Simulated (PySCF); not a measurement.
Electron correlation in Pd (palladium, neutral)

[Kr] 4d9 5s1, high-spin 3D determinant (an excited configuration). Computed with PySCF 2.14 in x2c-QZVPPall (13s8p7d4f2g, 118 functions), with scalar relativity by spin-free X2C-1e. Frozen: [Ar] 3d10; 18 electrons correlated.

MP2 pair energies summed by pair of shells (mhartree):

```json
{"pair": "4d-4d", "energy": "-299.27", "share (%)": "45.4"}
{"pair": "4p-4d", "energy": "-191.54", "share (%)": "29.0"}
{"pair": "4p-4p", "energy": "-56.07", "share (%)": "8.5"}
{"pair": "4d-5s", "energy": "-37.78", "share (%)": "5.7"}
{"pair": "4s-4d", "energy": "-36.09", "share (%)": "5.5"}
{"pair": "4s-4p", "energy": "-28.53", "share (%)": "4.3"}
{"pair": "4p-5s", "energy": "-5.05", "share (%)": "0.8"}
{"pair": "4s-4s", "energy": "-4.80", "share (%)": "0.7"}
{"pair": "4s-5s", "energy": "-0.45", "share (%)": "0.1"}
```

Total MP2 correlation energy: -659.59 mhartree.

Same-spin part -214.73 and opposite-spin part -444.86 mhartree; SCS-MP2 scales them by 1/3 and 6/5 to -605.41 mhartree.

This basis was not built for core-valence correlation, so the inner-shell part is incomplete.
